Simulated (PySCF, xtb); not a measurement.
O₂P₂, SMILES o1p2op12.

GFN2-xTB (xtb) at its own geometry gives an orbital gap of 1.63 eV and a dipole moment of 0.00 D.

Geometry: B3LYP-D3(BJ)/def2-SVP.

### Question
What does PBE/def2-TZVPD in PySCF give? (An estimate is asked for; the answer gives what the named calculation found.)

### Answer
gap 1.66 eV (levels -5.01 and -3.36 eV), dipole 0.00 D.
